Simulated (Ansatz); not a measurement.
Coupled-cluster run, CH5NSeSi, SMILES `C1N[SiH2][Se]1`.

```yaml
crystal:
  periodic: [false, false, false]
  atoms:
    - {symbol: C, position_ang: [-0.164393, 0.943519, -0.782872]}
    - {symbol: N, position_ang: [0.720749, 0.315287, 0.172481]}
    - {symbol: Si, position_ang: [-0.130892, -1.057138, 0.741666]}
    - {symbol: Se, position_ang: [-1.766488, -0.234211, -0.608751]}
    - {symbol: H, position_ang: [0.190374, 0.904284, -1.815785]}
    - {symbol: H, position_ang: [-0.447079, 1.966111, -0.521243]}
    - {symbol: H, position_ang: [1.682114, 0.605718, 0.217061]}
    - {symbol: H, position_ang: [0.426638, -2.391031, 0.379913]}
    - {symbol: H, position_ang: [-0.422423, -1.098742, 2.200632]}
basis:
  gaussian: {orbitals: def2-TZVPP}
correlation: {method: ccsd_t}
```

```sh
$ ansatz run in.yaml --threads 4 --pin off --events-out ev --progress --plain --max-ram 10444MiB
```

Log, shortened:

```
Functional definition: HF
1341 factors; integrals over basis functions are off by at most 1.0e-3 eV
mean field evaluation 1: about -75755.5765 eV, gradient 3.3e1 eV
mean field evaluation 2: about -75755.8657 eV, gradient 3.3e1 eV
mean field evaluation 4: about -75758.4961 eV, gradient 3.7e0 eV
mean field evaluation 8: about -75758.5476 eV, gradient 2.6e-1 eV
mean field -75758.54794199 eV, -2784.0752858802 hartree, gradient 4.5e-6 eV, S^2 0.000000; 0 other end points of the search recorded, 0 dependent functions left out
16 core orbitals not correlated: weight in the atoms' cores, before any rotation towards them, 1.000 or more for the frozen orbitals, at most 0.000 for the correlated occupied ones
reference -75758.54794199 eV, -2784.0752858802 hartree; 17, 17 occupied and 189, 189 virtual orbitals, 1341 factors
second order -20.89980412 eV of doubles, -0.00000000 eV of singles
cycle   1  -21.08393089 eV  change   -1.8e-1 eV  update   9.7e-2
cycle   2  -21.65148837 eV  change   -5.7e-1 eV  update   2.8e-2
cycle   3  -21.73167383 eV  change   -8.0e-2 eV  update   1.2e-2
cycle   4  -21.72145991 eV  change    1.0e-2 eV  update   2.9e-3
cycle   5  -21.72266440 eV  change   -1.2e-3 eV  update   1.2e-3
cycle   6  -21.72268268 eV  change   -1.8e-5 eV  update   3.6e-4
cycle   7  -21.72246944 eV  change    2.1e-4 eV  update   1.3e-4
cycle   8  -21.72249855 eV  change   -2.9e-5 eV  update   4.4e-5
cycle   9  -21.72250605 eV  change   -7.5e-6 eV  update   1.4e-5
perturbative correction -0.90144962 eV, -0.0331276626 hartree
Total energy: -75781.17189767 eV, -2784.9067009162 hartree
```

Run time 2.2 min (4 threads of an Arm Neoverse V1 on a shared host); peak host memory 3.5 GiB.

The correlation energy is -22.624 eV, 4.0 % of it from (T); the T1 diagnostic reads 0.0098.
